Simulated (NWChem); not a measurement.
# AlNH2Br2; SMILES [NH2][Al]([Br])[Br]

```xyz
6

Al     0.0000     0.0000     0.6588
Br    -1.9641     0.0000    -0.4582
Br     1.9641     0.0000    -0.4582
N      0.0000     0.0000     2.4266
H      0.8423     0.0000     3.0057
H     -0.8423     0.0000     3.0057
```
Atoms are numbered in this order, from 1.

Level: PBE-D3(BJ)/def2-SVP (NWChem), optimised geometry, unscaled harmonic frequencies. This build's default masses of Se (78.918 u) and Br (79.917 u) are each other's, which moves their modes by up to 0.6 %.

```
frequency (cm⁻¹)  IR intensity (km/mol)
----------------  ---------------------
99                                  2.4
148                                 1.2
187                                17.2
305                                12.4
357                                 0.0
367                               149.3
472                                70.7
661                               164.6
841                                87.5
1462                               44.5
3507                               44.3
3604                               36.3
```

```yaml
zero_point_energy: 17.2 kcal/mol
thermal correction to the enthalpy at 298.15 K (with zero-point energy): 21.7 kcal/mol
heat capacity Cv: 19.3 cal/(mol K)
entropy at 298.15 K and 1 atm (symmetry number 2): 83.3 cal/(mol K)
dipole_moment: 2.48 D
```

Rigid rotor and harmonic oscillator; modes under 100 cm⁻¹ make the entropy uncertain.
